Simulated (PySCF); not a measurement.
Start geometry of `CS[Si@@H]([SiH3])O[SiH3]` from GFN2-xTB (Å):
```
atom  x, y, z in Å
C1     2.5298   -0.4415   -0.6372
S2     1.8446    0.8288    0.4667
Si3   -0.0178   -0.1148    1.0237
Si4   -1.3914    1.4210    2.0418
O5    -0.6957   -0.6843   -0.3395
Si6   -1.2616   -0.7090   -1.8596
H7     3.4143   -0.0155   -1.0985
H8     2.7969   -1.3205   -0.0584
H9     1.7940   -0.6929   -1.3953
H10    0.3590   -1.3687    1.6808
H11   -1.6556    0.9935    3.4188
H12   -2.6938    1.5206    1.3731
H13   -0.8248    2.7697    2.1008
H14   -1.0496    0.6085   -2.4548
H15   -0.4816   -1.7382   -2.5468
H16   -2.6743   -1.0477   -1.7268
```

What comes out of this run: PySCF, PBE0-D3(BJ)/def2-SVP geometry optimisation, gas phase?

```
atom  x, y, z in Å
C1     2.6685   -0.5601   -0.2741
S2     1.6143    0.7892    0.3580
Si3   -0.1493   -0.2943    0.8911
Si4   -1.5451    1.2725    1.9384
O5    -0.9011   -0.9261   -0.4568
Si6   -1.1888   -0.4067   -2.0139
H7     3.5920   -0.0939   -0.6425
H8     2.9202   -1.2718    0.5243
H9     2.1819   -1.0869   -1.1062
H10    0.2034   -1.4622    1.7495
H11   -0.9094    1.7966    3.1854
H12   -2.8522    0.6341    2.2850
H13   -1.7973    2.4086    0.9998
H14   -1.6715    1.0070   -2.0196
H15    0.0588   -0.5025   -2.8299
H16   -2.2317   -1.2940   -2.5995
```

The energy falls by 37.0 kJ/mol over 25 energy and gradient evaluations, the largest force component goes from 0.0256 to 1.9e-04 Eh/bohr, and the atoms move by 0.777 Å rms after alignment. The bond that changes most is Si3–Si4 (oxygen-bound silicon to SiH3 silicon), which lengthens by 0.047 Å. Bonds longer at the end by more than 0.005 Å: 14 of 15; shorter: 1. Among the angles that change most is Si3–O5–Si6, from 159.5° to 135.6°. Among the dihedrals that turn most is S2–Si3–Si4–H13, from 2° to 58°. Rotational constants go from 1371, 1238, 717.8 to 1347, 1255, 751.4 MHz. The orientation of the end geometry is arbitrary; only internal coordinates are fixed.

The run used 150 basis functions and 166 SCF cycles in all.

No frequency check. The numbers are those of one conformer.
